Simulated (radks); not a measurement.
Species: Sb13+. Configuration: [Kr] 5s2 (not the ground configuration). Method: scalar-relativistic Kohn-Sham, PBE, spin-polarised, spherical densities, finite nucleus; Fermi nuclear charge, rms radius 4.6802 fm; computed with a radial shooting solver on a logarithmic mesh with Libxc functionals. Some entries of the table are withheld. Estimate them.

orbital,occ.,eigenvalue (Ry),r(max) (bohr)
1s,2,-2250.393,0.01835
2s,2,(1),(2)
2p,6,-327.6317,0.08305
3s,2,-88.83976,0.2991
3p,6,-77.54958,0.2924
3d,10,(3),(4)
4s,2,-30.95825,0.6968
4p,6,-27.16621,0.7235
4d,0,-21.46967,(5)
5s,2,-14.91379,1.386
5p,0,-13.44736,1.468
6s,0,-8.78907,(6)

Answer. 
(1) 2s eigenvalue (Ry): -362.2574
(2) 2s r(max) (bohr): 0.1037
(3) 3d eigenvalue (Ry): -60.44672
(4) 3d r(max) (bohr): 0.2427
(5) 4d r(max) (bohr): 0.7569
(6) 6s r(max) (bohr): 2.376
